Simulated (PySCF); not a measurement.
# Adding and removing an electron: LiSn

UHF; PySCF, scalar-relativistic core potentials, basis sets Li def2-SVP, Sn def2-SVP with ECP28. Neutral (UHF): quartet (σ ↑, π ↑↑), Re = 2.622 Å, ωe = 362 cm⁻¹, De = 1.06 eV, HOMO -6.22 eV, LUMO -0.17 eV.

LiSn⁺ (UHF): triplet (σ ↑, π ↑), Re = 3.073 Å, ωe = 205 cm⁻¹, De = 0.72 eV to Li⁺ + Sn. The energies at the minima are -220.80006 hartree for LiSn and -220.59540 for LiSn⁺.

(1) Work out the adiabatic ionisation energy, without and with harmonic zero-point energies (1 hartree = 27.2114 eV, 1 eV = 8065.5 cm⁻¹), and the change of the bond length.

Spin–orbit coupling is left out, which matters for elements this heavy, above all for dissociation energies. For an ion De counts to the pair picked by the measured ionisation energies or electron affinities, which need not be the lowest pair at this level. Hartree–Fock leaves out correlation, which carries a large part of most bond energies and some tenths to 1 eV of ionisation energies. States were picked by a PBE0 search and need not be the measured ground states.

## Answers

(1) At UHF: 0.20466 hartree = 5.569 eV between the minima; the zero-point term (205.0 − 362.0)/2 cm⁻¹ = -0.010 eV makes it 5.559 eV. Re changes by +45.1 pm against the neutral. The electron leaves a π orbital, and the ion is left as a loose complex of an ion and an atom.
